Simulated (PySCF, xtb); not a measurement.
Si(H)(I)2(OMe) (CH4I2OSi), SMILES CO[SiH](I)I. One conformer was computed; it need not be the lowest.

Harmonic wavenumbers (cm⁻¹) from GFN2-xTB (xtb 6.7.1) at its own minimum, in rising order: 72, 81, 110, 112, 192, 266, 362, 486, 679, 688, 802, 1135, 1137, 1183, 1425, 1478, 1482, 2382, 2958, 2976, 3018.

Task: What does PBE-D3(BJ)/def2-SVP (PySCF 2.14.0) give at its own minimum? (The exact figures need the calculation; the answer reports its results.)

Result: 58, 80, 100, 108, 190, 249, 328, 419, 719, 734, 782, 1104, 1129, 1159, 1415, 1420, 1423, 2174, 2935, 3014, 3064. Paired by order, the mean absolute difference is 36 cm⁻¹ and the zero-point energies are 32.9 and 32.3 kcal/mol.
